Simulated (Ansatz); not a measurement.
Frontier orbitals of C2H8BNSi (`BN([SiH3])C=C`).

Charge 0, multiplicity 1. All single points use the PBE0-D4/def2-TZVP geometry. It is one conformer, not always the lowest. Basis def2-TZVPP, Ansatz.

```
functional  HOMO (eV)  LUMO (eV)  gap (eV)
       PBE      -6.06      -1.65      4.41
    r2SCAN      -6.21      -1.34      4.87
      PBE0      -7.08      -0.68      6.40
     B3LYP      -6.86      -0.90      5.96
     BHLYP      -7.95       0.33      8.28
   ωB97M-V      -9.27       1.18     10.45
        HF      -9.32       2.60     11.92
```

(1) What is the vertical ionisation energy at frozen-core CCSD(T)/CBS(def2)? (An estimate is asked.)

## Answers

(1) Computed: 9.31 eV (T1 of the cation 0.019).

Against PBE, PBE0 changes HOMO and LUMO by −1.02 and +0.97 eV, ωB97M-V by −3.21 and +2.83 eV. A gap of 4.41 eV thus becomes 10.45 eV for the same molecule, so an orbital gap means little without its functional. A positive LUMO is unbound and depends on the basis. −ε(HOMO) differs from that ionisation energy by −3.24 eV with PBE and −0.04 eV with ωB97M-V.

B3LYP here is the variant with VWN-RPA as its local correlation; programs differ in this.
